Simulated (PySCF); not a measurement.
Delta-SCF ions had no search for a lower state. Excitations are Tamm–Dancoff values on a coarser integration grid. The basis has no diffuse functions, so Rydberg states are missing or too high.

Species: H3ClGe, SMILES `[Cl][GeH3]` (charge 0, multiplicity 1).

Task: Give the S1 excitation (TDA), LUMO and vertical ionisation energy (Delta-SCF) at the level CAM-B3LYP-D3(BJ)/def2-TZVP in PySCF.

Result: 
```
Property                                  Result
--------------------------------------  --------
S1 excitation (TDA)                      7.07 eV
LUMO                                     0.72 eV
vertical ionisation energy (Delta-SCF)  11.34 eV
```
